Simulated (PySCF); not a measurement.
A species of formula C7H11F3O has this rotational fingerprint, computed with PBE0-D3(BJ)/def2-SVP geometry optimisation, gas phase (PySCF 2.14.0):

```
Rotational constants : A = 1265, B = 1135, C = 804.7 MHz
Dipole components    : |μa| = 1.70 D, |μb| = 2.16 D, |μc| = 0.03 D
Inertial defect      : -216.84 u·Å²
κ                    : 0.44
```

Question: Which structure is it? (One computed conformer of each.)
A. `[CH3:1][C@@H:2]1[CH2:3][CH2:4][CH2:5][C@@H:6]1[O:7][C:8]([F:9])([F:10])[F:11]` with C5–C6–O7–C8 103°, C1–C2–C3–C4 -163°, C2–C3–C4–C5 18°, C3–C4–C5–C6 8°, C4–C5–C6–O7 83°
B. `[CH3:1][C@@H:2]1[CH2:3][CH2:4][O:5][C@H:6]([F:7])[C@@H:8]([F:9])[C@@H:10]1[F:11]` with C1–C2–C3–C4 -64°, C2–C3–C4–O5 -61°, C3–C4–O5–C6 84°, C4–O5–C6–F7 46°
C. `[F:1][C:2]([F:3])([F:4])[CH2:5][CH2:6][C@H:7]1[CH2:8][CH2:9][O:10][CH2:11]1` with C2–C5–C6–C7 179°, C5–C6–C7–C8 64°, C6–C7–C8–C9 152°, C7–C8–C9–O10 -9°, C8–C9–O10–C11 -16°, C9–O10–C11–C7 35°

Answer: B. It is C[C@@H]1CCO[C@H](F)[C@@H](F)[C@@H]1F, an asymmetric top, point group C1. The candidates at the same level (rigid rotor, commonest isotopes):

```tsv
SMILES	A (MHz)	B (MHz)	C (MHz)	μa (D)	μb (D)	μc (D)	Δ (u·Å²)	point group	rotor
C[C@@H]1CCC[C@@H]1OC(F)(F)F	1788	787.4	661.4	2.35	0.15	0.99	-160.43	C1	asymmetric top
FC(F)(F)CC[C@H]1CCOC1	2948	426.2	406.8	0.73	1.08	0.43	-114.72	C1	near-prolate asymmetric top
C[C@@H]1CCO[C@H](F)[C@@H](F)[C@@H]1F	1265	1135	804.7	1.70	2.16	0.03	-216.84	C1	asymmetric top
```

`FC(F)(F)CC[C@H]1CCOC1` has A 133 % too high; `C[C@@H]1CCC[C@@H]1OC(F)(F)F` has A 41 % too high. No structure here is proved a minimum.
